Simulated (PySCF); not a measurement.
AlH2, SMILES [AlH2+], charge +1. Atoms are numbered in the order given.

```xyz
3

Al     0.0000     0.0000     0.0000
H      0.0000     0.0000    -1.5479
H      0.0000     0.0000     1.5479
```
Charge +1, spin multiplicity 1.

The structure is a stationary point at ωB97X-D3(BJ)/def2-TZVPD. The spin state was assumed, not searched. The isomer is the one that the SMILES or the coordinates give; other isomers of the formula were not compared.

Computed with PySCF 2.14.0 with TDDFT-M06-2X/def2-TZVPD.

Vertical excitations; the highest root listed may be one member of a degenerate set. The molecule is in vacuum. State labels are in the subgroup D2h.

```tsv
state	symmetry	energy (eV)	λ (nm)	f	main pairs
S1	B2g	6.15	202	0.000	HOMO→LUMO+1 (degenerate set)
S2	B3g	6.15	202	0.000	HOMO→LUMO (degenerate set)
S3	B1u	8.88	140	0.795	HOMO→LUMO+2 100 %
S4	B2u	10.10	123	0.364	HOMO−1→LUMO (degenerate set)
S5	B3u	10.10	123	0.364	HOMO−1→LUMO+1 (degenerate set)
S6	Ag	10.97	113	0.000	HOMO−1→LUMO+2 100 %
S7	B1u	11.30	110	0.089	HOMO→LUMO+3 97 %
S8	Au	12.03	103	0.000	HOMO→LUMO+7 (degenerate set)
S9	B1u	12.03	103	0.000	HOMO→LUMO+6 (degenerate set)
S10	B2u	12.07	103	0.455	HOMO→LUMO+5 97 %
T1	B3g	5.62	221	0	HOMO→LUMO (degenerate set)
T2	B2g	5.62	221	0	HOMO→LUMO+1 (degenerate set)
T3	B1u	5.71	217	0	HOMO→LUMO+2 97 %
T4	B2u	7.90	157	0	HOMO−1→LUMO 95 %
```
Triplets are in the Tamm–Dancoff approximation, which puts them higher than full response would, so one can lie above its singlet here.
